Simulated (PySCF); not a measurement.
Geometry (Å), atoms numbered from 1 in this order:
```xyz
27

Si   -0.1368   -0.0065   -0.2069
C    -0.2613   -0.1287    1.6786
C     0.4892   -1.3152    2.2772
H    -1.3331   -0.1830    1.9414
H     0.1018    0.8200    2.1125
H     0.3610   -1.3801    3.3696
H     0.1428   -2.2680    1.8459
H     1.5717   -1.2492    2.0815
C     1.6755    0.0236   -0.7407
C     2.4938    1.1521   -0.1175
H     1.7083    0.0883   -1.8427
H     2.1240   -0.9535   -0.4879
H     3.5446    1.1313   -0.4482
H     2.0909    2.1426   -0.3827
H     2.4982    1.0904    0.9827
C    -1.0099    1.5680   -0.7913
C    -2.4977    1.6440   -0.4589
H    -0.8565    1.6476   -1.8821
H    -0.4776    2.4302   -0.3505
H    -2.9560    2.5760   -0.8267
H    -3.0569    0.8089   -0.9100
H    -2.6751    1.6031    0.6277
C    -0.9882   -1.5072   -0.9514
C    -0.3900   -2.4421   -1.6998
H    -2.0603   -1.6418   -0.7466
H     0.6761   -2.3901   -1.9499
H    -0.9310   -3.3063   -2.1030
```

- NMR shieldings at KT2/pcSseg-1/GIAO
- PBE0-D3(BJ)/def2-SVP geometry
- program: PySCF 2.14
- relativity neglected, a single conformation, equivalent nuclei averaged, gas phase

δ = σ(ref) − σ, references computed at the same level: TMS for ¹³C (σ = 183.22 ppm), ¹H (σ = 31.18 ppm), ²⁹Si (σ = 361.05 ppm).

```csv
atoms,nucleus,count,δ (ppm)
H26/H27,¹H,2,5.90
C24,¹³C,1,131.9
H6/H7/H8/H13/H14/H15/H20/H21/H22,¹H,9,1.01
H25,¹H,1,6.30
Si1,²⁹Si,1,?
C23,¹³C,1,?
C2/C9/C16,¹³C,3,6.1
H4/H5/H11/H12/H18/H19,¹H,6,0.64
C3/C10/C17,¹³C,3,?
```

**Question.** Fill in the missing shifts.

**Answer.** 
- C23: 134.0 ppm, carbon bonded to C, Si, H
- C3/C10/C17: 9.5 ppm, carbon bonded to C, 3 H
- Si1: -4.4 ppm, silicon bonded to 4 C

Shifts are as computed. Against solution values, carbons near 30 ppm lie about +2 ppm off and those near 130 ppm about -5 ppm. Of 1309 compounds with measured shifts, 239 miss one by over three times the rms of a fit or turn the order of signals round; such compounds aren't used in these exercises.
